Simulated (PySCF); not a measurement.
# Ligand-field analysis of [Mn(NH3)6]2+

The complex [Mn(NH3)6]2+ (charge +2) contains Mn(II), shell d5. The structure is a model geometry with rigid ligands and bond lengths from ionic radii, not a minimum; coordination octahedral, point group S6, metal–donor distances 2.26 Å.

```
25

Mn    0.0000    0.0000    0.0000
N     0.0000    0.0000    2.2600
H     0.9424    0.0000    2.6503
H    -0.4712    0.8161    2.6503
H    -0.4712   -0.8161    2.6503
N     0.0000    0.0000   -2.2600
H    -0.9424    0.0000   -2.6503
H     0.4712    0.8161   -2.6503
H     0.4712   -0.8161   -2.6503
N     2.2600    0.0000    0.0000
H     2.6503    0.9424    0.0000
H     2.6503   -0.4712    0.8161
H     2.6503   -0.4712   -0.8161
N    -2.2600    0.0000    0.0000
H    -2.6503   -0.9424    0.0000
H    -2.6503    0.4712    0.8161
H    -2.6503    0.4712   -0.8161
N     0.0000    2.2600    0.0000
H     0.0000    2.6503    0.9424
H     0.8161    2.6503   -0.4712
H    -0.8161    2.6503   -0.4712
N     0.0000   -2.2600    0.0000
H     0.0000   -2.6503   -0.9424
H     0.8161   -2.6503    0.4712
H    -0.8161   -2.6503    0.4712
```

Method (PySCF 2.14, density fitting): CASSCF(5,5) with orbitals averaged over all microstates of the shell, strongly contracted NEVPT2 on the averaged canonical orbitals; basis x2c-TZVPall on the metal, x2c-SVPall elsewhere; spin-free X2C; gas phase; spin-orbit coupling by state interaction with the mean-field operator over all roots.

## Spin-free states

| 2S+1 | deg. | symmetry | cubic parent | free-ion term | CASSCF / cm⁻¹ | NEVPT2 / cm⁻¹ | f(ED) |
| --- | --- | --- | --- | --- | --- | --- | --- |
| 6 | 1 | 6Ag | 6A1g 1.00 | 6S 1.00 | 0 | 0 | – |
| 4 | 2 | 4Eg | 4T1g 1.00 | 4G 0.64 | 23309 | 17956 | – |
| 4 | 1 | 4Ag | 4T1g 1.00 | 4G 0.64 | 23349 | 18017 | – |
| 2 | 2 | 2Eg | 2T2g 1.00 | 2I 0.41 | 31139 | 22807 | – |
| 2 | 1 | 2Ag | 2T2g 1.00 | 2I 0.41 | 31205 | 22917 | – |
| 4 | 2 | 4Eg | 4T2g 1.00 | 4G 0.85 | 27900 | 23661 | – |
| 4 | 1 | 4Ag | 4T2g 1.00 | 4G 0.85 | 27926 | 23712 | – |
| 4 | 1 | 4Ag | 4A1g 1.00 | 4G 1.00 | 30023 | 27327 | – |
| 4 | 2 | 4Eg | 4Eg 1.00 | 4G 1.00 | 30055 | 27360 | – |
| 4 | 1 | 4Ag | 4T2g 1.00 | 4D 0.82 | 35046 | 29887 | – |
| 4 | 2 | 4Eg | 4T2g 1.00 | 4D 0.82 | 35054 | 29900 | – |
| 2 | 1 | 2Ag | 2A2g 1.00 | 2I 0.65 | 36798 | 31144 | – |
| 2 | 2 | 2Eg | 2T1g 1.00 | 2I 0.70 | 37259 | 31756 | – |
| 2 | 1 | 2Ag | 2T1g 1.00 | 2I 0.70 | 37291 | 31809 | – |
| 2 | 1 | 2Ag | 2T2g 1.00 | 2I 0.66 | 38488 | 32956 | – |
| 2 | 2 | 2Eg | 2T2g 1.00 | 2I 0.66 | 38511 | 32999 | – |
| 4 | 2 | 4Eg | 4Eg 1.00 | 4D 1.00 | 37573 | 33000 | – |
| 2 | 2 | 2Eg | 2Eg 1.00 | 2I 0.69 | 40147 | 35128 | – |
| 4 | 1 | 4Ag | 4T1g 1.00 | 4P 0.63 | 40556 | 37705 | – |
| 4 | 2 | 4Eg | 4T1g 1.00 | 4P 0.63 | 40567 | 37716 | – |
| 2 | 1 | 2Ag | 2T1g 1.00 | 2F 0.50 | 46150 | 38766 | – |
| 2 | 2 | 2Eg | 2T1g 1.00 | 2F 0.50 | 46186 | 38821 | – |
| 2 | 2 | 2Eg | 2Eg 0.99 | 2D 0.55 | 45216 | 39466 | – |
| 2 | 1 | 2Ag | 2A1g 1.00 | 2I 0.99 | 42673 | 39555 | – |
| 2 | 2 | 2Eg | 2T2g 0.99 | 2I 0.55 | 45141 | 40615 | – |
| 2 | 1 | 2Ag | 2T2g 1.00 | 2I 0.55 | 45156 | 40644 | – |
| 2 | 2 | 2Eg | 2T2g 1.00 | 2G 0.46 | 49846 | 43155 | – |
| 2 | 1 | 2Ag | 2T2g 1.00 | 2G 0.46 | 49862 | 43190 | – |
| 4 | 1 | 4Ag | 4A2g 0.99 | 4F 1.00 | 51282 | 44947 | – |
| 2 | 1 | 2Ag | 2A1g 1.00 | 2G 0.98 | 52600 | 45596 | – |
| 4 | 2 | 4Eg | 4T1g 1.00 | 4F 0.92 | 51327 | 45866 | – |
| 4 | 1 | 4Ag | 4T1g 0.99 | 4F 0.92 | 51354 | 45876 | – |
| 2 | 2 | 2Eg | 2Eg 1.00 | 2G 0.71 | 52744 | 46630 | – |
| 2 | 1 | 2Ag | 2T1g 1.00 | 2H 0.73 | 52041 | 46668 | – |
| 2 | 2 | 2Eg | 2T1g 1.00 | 2H 0.73 | 52049 | 46670 | – |
| 2 | 1 | 2Ag | 2T2g 1.00 | 2F 0.73 | 55087 | 47485 | – |
| 2 | 2 | 2Eg | 2T2g 0.99 | 2F 0.73 | 55084 | 47499 | – |
| 2 | 1 | 2Ag | 2A2g 1.00 | 2F 0.70 | 53270 | 49047 | – |
| 2 | 2 | 2Eg | 2T1g 0.99 | 2G 0.34 | 54778 | 49380 | – |
| 2 | 1 | 2Ag | 2T1g 1.00 | 2G 0.34 | 54803 | 49411 | – |
| 4 | 1 | 4Ag | 4T2g 1.00 | 4F 0.81 | 55192 | 50815 | – |
| 4 | 2 | 4Eg | 4T2g 1.00 | 4F 0.81 | 55205 | 50843 | – |
| 2 | 2 | 2Eg | 2Eg 1.00 | 2H 0.56 | 58108 | 53299 | – |
| 2 | 2 | 2Eg | 2T2g 1.00 | 2F 0.38 | 58644 | 53852 | – |
| 2 | 1 | 2Ag | 2T2g 1.00 | 2F 0.38 | 58670 | 53882 | – |

Only the lowest 45 spin-free levels are listed. Energies are counted from the ground state at NEVPT2 level. Weights follow the labels. f(ED) is the electric-dipole oscillator strength from the ground state at the fixed geometry, without vibronic coupling; occupations, where given, run over the ligand-field orbitals from the lowest.

Ligand-field fit:

```tsv
cm⁻¹	CASSCF
10Dq	9498
B	1054
B, free ion	1112
C	3914
C, free ion	4109
rms of the fit	148
```

```json
{"orbital": "1", "CASSCF / cm⁻¹": "0", "metal share": "0.99", "main function": "xy 0.33"}
{"orbital": "2", "CASSCF / cm⁻¹": "79", "metal share": "0.99", "main function": "degenerate set"}
{"orbital": "3", "CASSCF / cm⁻¹": "79", "metal share": "0.99", "main function": "degenerate set"}
{"orbital": "4", "CASSCF / cm⁻¹": "9551", "metal share": "0.94", "main function": "degenerate set"}
{"orbital": "5", "CASSCF / cm⁻¹": "9551", "metal share": "0.94", "main function": "degenerate set"}
```

ζ = 308 cm⁻¹, against 317 for the free ion.

## Spin-orbit levels

```
E / cm⁻¹  deg.                         make-up    g (S′ = 1/2)
     0.0     6                        1.00 6Ag               –
 17896.2     2             0.92 4Eg + 0.07 4Ag  0.72 0.72 5.67
 17928.0     2             0.90 4Eg + 0.10 4Ag  0.00 0.00 3.45
 17935.7     2             0.72 4Eg + 0.27 4Ag  0.27 3.41 3.41
 17975.7     2             0.97 4Eg + 0.03 4Ag  2.42 3.38 3.38
 18023.6     2             0.90 4Ag + 0.10 4Eg  0.00 0.00 5.73
 18044.4     2             0.62 4Ag + 0.37 4Eg  2.30 3.23 3.23
 22534.9     2             0.74 2Eg + 0.23 2Ag  2.13 2.13 3.10
 22932.0     2  0.92 2Eg + 0.05 4Ag + 0.03 4Eg  0.00 0.00 0.38
 22999.7     2  0.68 2Ag + 0.21 2Eg + 0.10 4Eg  0.19 0.19 0.62
 23592.9     2             0.77 4Eg + 0.21 4Ag               –
 23697.5     2             0.88 4Eg + 0.07 2Ag               –
 23700.7     2  0.82 4Eg + 0.12 4Ag + 0.06 2Eg               –
 23723.9     2                        1.00 4Eg               –
 23758.7     2             0.76 4Ag + 0.24 4Eg               –
 23759.7     2             0.83 4Ag + 0.15 4Eg               –
```

Only the lowest levels are listed: 36 of 252 states.

## Magnetism

The ground multiplet follows a spin Hamiltonian with S = 5/2, g = 2.002, 2.002, 2.002, D = 0 (spin-orbit part alone); the lowest levels hold 100 % of the spin-free ground state. μeff is 5.92 μB at 300 K and 5.92 μB at 10 K; the spin-only value is 5.92 μB.

```csv
T / K,χT / cm³ K mol⁻¹,μeff / μB
2,4.385,5.92
5,4.385,5.92
10,4.385,5.92
20,4.385,5.92
30,4.385,5.92
50,4.385,5.92
75,4.385,5.92
100,4.385,5.92
150,4.385,5.92
200,4.385,5.92
250,4.385,5.92
300,4.385,5.92
```

Powder magnetisation at 2 K: 1.84 μB at 0.5 T, 3.13 μB at 1 T, 4.30 μB at 2 T, 4.70 μB at 3 T, 4.93 μB at 5 T, 4.99 μB at 7 T.

Gaps between spin states lean to high spin in this active space.

The job took 23 s on one thread of Intel Xeon 6975P-C (shared host), with 222 basis functions and a peak of 0.6 GiB, launched as `OMP_NUM_THREADS=1 python lf_run.py task.json out`.
